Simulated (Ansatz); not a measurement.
Consider the redistribution: `[SiH3][CH]1[NH][AlH]1` + `C=NB(C)F` → `C=NB(C)[SiH3]` + `F[CH]1[NH][AlH]1`.

Program: Ansatz. Geometries: PBE0-D4/def2-TZVP. ΔE: electronic, gas phase. CBS: MP2 limit from def2 TZ/QZ plus the TZ coupled-cluster correction, frozen cores. DFT in def2-TZVPP. B3LYP here is the variant with VWN-RPA as its local correlation; programs differ in this. One conformer a species, not always the lowest.

`[SiH3][CH]1[NH][AlH]1`:

Cartesian coordinates in Å:
```
Si -0.198 -0.294 1.430
C 0.316 -0.521 -0.336
N 0.848 0.710 -1.057
Al -0.675 0.328 -1.753
H -0.808 -1.541 1.974
H 0.929 0.097 2.331
H -1.213 0.800 1.515
H 0.870 -1.442 -0.541
H 1.687 1.161 -0.737
H -1.756 0.701 -2.826
```

`C=NB(C)F`:

Cartesian coordinates in Å:
```
C 1.942 -0.059 -0.762
N 0.931 0.329 -0.157
B -0.396 0.638 0.090
C -1.425 -0.403 0.647
F -0.785 1.913 -0.095
H 1.919 -0.369 -1.814
H 2.918 -0.109 -0.265
H -1.825 -0.062 1.607
H -2.278 -0.478 -0.035
H -1.004 -1.400 0.783
```

`C=NB(C)[SiH3]`:

Cartesian coordinates in Å:
```
C -1.144 2.079 -0.612
N -0.466 1.086 -0.294
B 0.242 -0.013 0.049
C 1.795 0.042 0.323
Si -0.818 -1.736 0.185
H -1.621 2.709 0.143
H -1.289 2.357 -1.659
H 2.014 -0.306 1.338
H 2.218 1.042 0.204
H 2.324 -0.639 -0.351
H -0.695 -2.324 1.550
H -0.293 -2.753 -0.773
H -2.267 -1.543 -0.102
```

`F[CH]1[NH][AlH]1`:

```xyz
7

F     1.809   -0.546    0.275
C     0.661    0.246    0.389
N    -0.142    0.264   -0.811
Al   -1.087   -0.559    0.391
H     1.004    1.211    0.766
H     0.190    0.705   -1.657
H    -2.435   -1.322    0.647
```

| level | ΔE (kcal/mol) | difference from CCSD(T)/CBS |
| --- | --- | --- |
| r2SCAN-D4 | 40.4 | -3.9 |
| B3LYP-D4 | 41.1 | -3.2 |
| ωB97M-V | 44.1 | -0.2 |
| PBE0 | 40.0 | -4.3 |
| MP2/def2-TZVPP | 46.9 | 2.6 |
| CCSD/def2-TZVPP | 45.3 | 1.0 |
| MP2/def2-QZVPP | 47.0 | 2.7 |
| SCS-MP2/def2-QZVPP | 46.8 | 2.5 |
| MP2/CBS(def2) | 47.0 | 2.7 |
| CCSD/CBS(def2) | 45.4 | 1.1 |
| CCSD(T)/CBS | 44.3 | 0 |

Largest T1 diagnostic among the species: 0.015.

From PBE to PBE0 (25 % exact exchange), in def2-TZVPP and without D4, ΔE moves by +4.1 kcal/mol. In def2-TZVPP, CCSD(T) changes the Hartree–Fock value by −5.6 kcal/mol (the triples alone add −1.2 kcal/mol) and MP2 by −2.8 kcal/mol.
